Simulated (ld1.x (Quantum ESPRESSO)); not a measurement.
## Before and after: TM semilocal potential for H (Z = 1)

ld1.x (Quantum ESPRESSO) 7.5 input, shortened:

```
&input
   title='H', zed=1., rel=1, dft='PBE', iswitch=3,
   config='1s0.5 2p-2'
 /
 &inputp
   pseudotype=1, tm=.true., lloc=1,
   nlcc=.false.
 /
2
1S  1  0   0.50   0.00  1.00  1.00  0.0
2P  2  1  -2.00  -0.10  0.85  0.85  0.0
 &test
   configts(1)='1s0.5'
 /
```

Change: all radii scaled by about 1.23 (s 1.24, p 1.04 bohr).

Cutoffs: the cutoffs (Ry, on a coarse ladder) from which the occupation-weighted sum of valence levels, in a spherical-Bessel basis at the reference potential, stays within 10 and 1 mRy of its value at 400 Ry; they do not see the model core or the augmentation charge, which bear on the density cutoff. Errors are all-electron minus pseudo energies relative to the spin-unpolarised reference configuration.

**Question.** What does the change do?

**Answer.** The potential gets softer (21 Ry and 45 Ry → 18 Ry and 35 Ry); neither file shows a bound ghost. A larger radius leaves more room for a smooth pseudo-wave, so fewer plane waves are needed. A semilocal file is local in each channel, so a ghost entry of none says nothing of the separable form that plane-wave codes build from it.

| quantity | base | changed |
| --- | --- | --- |
| cutoff, loose | 21 Ry | 18 Ry |
| cutoff, tight | 45 Ry | 35 Ry |
| bound ghosts | none | none |
| error for 1s1, meV [ΔE -4.76 eV] | +0.4 | +1.2 |
